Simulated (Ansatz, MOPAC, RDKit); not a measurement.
Species: [dimethyl(phosphanyl)silyl]phosphane, C2H10P2Si (charge 0, singlet). SMILES: C[Si](C)(P)P

Atoms: C1, Si2, C3, P4, P5, H6, H7, H8, H9, H10, H11, H12, H13, H14, H15. Bonds: C1-Si2, C1-H6, C1-H7, C1-H8, Si2-C3, Si2-P4, Si2-P5, C3-H9, C3-H10, C3-H11, P4-H12, P4-H13, P5-H14, P5-H15.

Bond lengths (Å) and angles (degrees) optimised at UFF with RDKit; MNDO with MOPAC; HF/6-31G* with Ansatz (a first-principles code), each started from the B3LYP-D3(BJ)/def2-TZVP structure (Ansatz) of the last column. A row stands for all coordinates that are equal there; 11 of 29 kinds are shown. 6-31G* holds six Cartesian d functions. No wavenumbers were computed at UFF, MNDO, so these may be saddle points.

```
coordinate    UFF            MNDO  HF/6-31G*  B3LYP-D3(BJ)/def2-TZVP
----------  -----  --------------  ---------  ----------------------
C1-Si2      1.866           1.796      1.892                   1.878
C1-H6       1.109           1.107      1.087                   1.092
C1-H7       1.109           1.107      1.086                   1.091
Si2-P4      2.207           2.113      2.276                   2.271
Si2-P5      2.207           2.112      2.275                   2.272
C3-H10      1.109           1.107      1.087                   1.093
P4-H12      1.453  1.332 to 1.334      1.404                   1.419
P4-H13      1.453           1.332      1.406                   1.422
C1-Si2-C3   109.5           113.4      110.4                   110.6
C1-Si2-P4   109.4           110.4      107.7                   107.8
C1-Si2-P5   109.5           109.9      108.0                   107.9
```

A range marks coordinates that this level makes unequal.

Mean signed difference of all 14 bond lengths from B3LYP-D3(BJ)/def2-TZVP: UFF 0.006 Å, MNDO -0.053 Å, HF/6-31G* -0.004 Å.
